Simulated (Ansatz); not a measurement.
System: CuCl, net charge -1, doublet state. The spin state was set by rule; other spins were not relaxed. 
Coordinates optimised at B3LYP-D3(BJ)/def2-TZVP (Ansatz, a quantum-chemistry and plane-wave program):
```xyz
2

Cu     0.0000     0.0000    -0.8377
Cl     0.0000     0.0000     1.4290
```
Charge -1, spin multiplicity 2.

Basis-set convergence of Hartree-Fock and CCSD correlation energies (hartree) with Ansatz. Valence correlation only, unless marked. UHF or UKS for open shells. Spin-orbit coupling is left out. Frozen are the shells of the preceding noble gas and the d and f shells that filled before the atom's block. No relativistic terms.

```
basis        functions        E(HF)  E(corr, CCSD)
-----------  ---------  -----------  -------------
def2-SVPD           61  -2098.14977       -0.43352
def2-TZVPPD        118            ?              ?
```

Task: What belongs in the gaps?

Result: 
- def2-TZVPPD, E(HF): -2098.52528
- def2-TZVPPD, E(corr, CCSD): -0.64963
